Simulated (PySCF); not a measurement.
CH₄BeS, SMILES [CH3][Be][SH]. Heavy atoms are numbered as in [Be:1]([CH3:2])[SH:6]. Hydrogens are named by the atom that carries them.

The structure is a stationary point at r2SCAN-D4/def2-TZVP. The geometry has at least one imaginary mode, so it is a saddle point at that level. Other conformers were not sampled.

Level of theory: PySCF with PBE0/pcSseg-2.

GIAO shieldings, no solvent; atoms alike by connectivity are averaged. δ = σ(ref) − σ: ¹³C against TMS (σ = 186.1 ppm); ¹H against TMS (σ = 31.54 ppm); ³³S against H2S (σ = 711.3 ppm), references at their B3LYP-D3(BJ)/def2-TZVP geometries, non-relativistic.

```json
[
 {"atoms": "C2 (CH3)", "nucleus": "¹³C", "count": "1", "δ (ppm)": "-13.7"},
 {"atoms": "H on S6", "nucleus": "¹H", "count": "1", "δ (ppm)": "0.12"},
 {"atoms": "H on C2", "nucleus": "¹H", "count": "3", "δ (ppm)": "(withheld)"},
 {"atoms": "S6 (SH)", "nucleus": "³³S", "count": "1", "δ (ppm)": "(withheld)"}
]
```

Q: Fill in the missing entries. (The exact figures need the calculation; the answer reports its results.)

A: 
- H on C2, δ (ppm): -0.50
- S6 (SH), δ (ppm): -28.6
